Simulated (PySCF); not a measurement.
## Xenon: a sound run and one with changed settings

Sound run: Xe [Xe], Xe⁺ [Kr] 4d10 5s2 5p5. Computed with PySCF 2.14 in x2c-TZVPall, with scalar relativity by spin-free X2C-1e. The sound run starts from symmetry-adapted Hartree-Fock orbitals and uses a fine grid where one is needed.

A second run was set up differently.

| species | method | sound run (hartree) | changed run (hartree) | converged |
| --- | --- | --- | --- | --- |
| Xe | UHF | -7443.46519 | -7443.46519 | yes |
| Xe | B3LYP | -7446.52651 | -7452.30278 | yes |
| Xe | BP86 | -7447.27475 | -7456.45116 | yes |
| Xe⁺ | UHF | -7443.04100 | -7443.04100 | yes |
| Xe⁺ | B3LYP | -7446.06722 | -7451.52769 | yes |
| Xe⁺ | BP86 | -7446.81383 | -7455.51189 | yes |

Ionisation energy of Xe:

| method | sound run (eV) | changed run (eV) |
| --- | --- | --- |
| UHF | 11.543 | 11.543 |

(1) What was changed?
A. angular grid far too coarse
B. basis contracted for another Hamiltonian
C. level shift left on
D. a valence shell is frozen

## Answers

(1) A. It used 6 angular points. A coarse angular grid integrates products of high-l functions wrongly, so density functionals can shift, and the SCF can exploit the error; Hartree-Fock and MP2 need no grid.
